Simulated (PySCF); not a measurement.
# Electron correlation in Si⁺ (silicon, charge +1)

[Ne] 3s1 3p2, high-spin 4P determinant (an excited configuration). Calculation: PySCF 2.14, in x2c-TZVPPall with one added diffuse shell each of s, p, d type (6s6p4d1f, 51 functions); the spin-free X2C one-electron Hamiltonian (Gaussian nucleus). Frozen: [Ne]; 3 electrons correlated.

```tsv
level	correlation energy (mhartree)
CCSD	-15.08
(T)	-0.10
CCSD(T)	-15.18
```

Diagnostics: T1 = 0.0027, D1 = 0.0062, largest double amplitude 0.041.

Cost of the coupled-cluster step: roughly 1.2 core-seconds, for 3 correlated electrons.

Iterations:

```
CC2 = 0
CCSD nocc = (np.int64(3), np.int64(0)), nmo = (46, 46)
frozen orbitals [[0, 1, 2, 3, 4], [0, 1, 2, 3, 4]]
max_cycle = 100
direct = 0
conv_tol = 1e-08
conv_tol_normt = 1e-06
diis_space = 8
diis_start_cycle = 0
Init t2, MP2 energy = -0.00987994974432445
Init E_corr(UCCSD) = -0.00987994975176631
cycle = 1  E_corr(UCCSD) = -0.0131185570191524  dE = -0.00323860727  norm(t1,t2) = 0.0276988
cycle = 2  E_corr(UCCSD) = -0.014300699000523  dE = -0.00118214198  norm(t1,t2) = 0.0112633
cycle = 3  E_corr(UCCSD) = -0.015090333418031  dE = -0.000789634418  norm(t1,t2) = 0.00479441
cycle = 4  E_corr(UCCSD) = -0.0150822100463392  dE = 8.12337169e-06  norm(t1,t2) = 0.000403893
cycle = 5  E_corr(UCCSD) = -0.0150837741591064  dE = -1.56411277e-06  norm(t1,t2) = 5.41112e-05
cycle = 6  E_corr(UCCSD) = -0.0150833626772393  dE = 4.11481867e-07  norm(t1,t2) = 7.50923e-06
cycle = 7  E_corr(UCCSD) = -0.0150835709128408  dE = -2.08235601e-07  norm(t1,t2) = 1.18889e-06
cycle = 8  E_corr(UCCSD) = -0.015083508384464  dE = 6.25283768e-08  norm(t1,t2) = 3.12593e-07
cycle = 9  E_corr(UCCSD) = -0.0150835141726738  dE = -5.78820976e-09  norm(t1,t2) = 6.58e-08
UCCSD converged
E(UCCSD) = -289.0444732232306  E_corr = -0.01508351417267378
UCCSD(T) correction = -0.000102514237278733
```
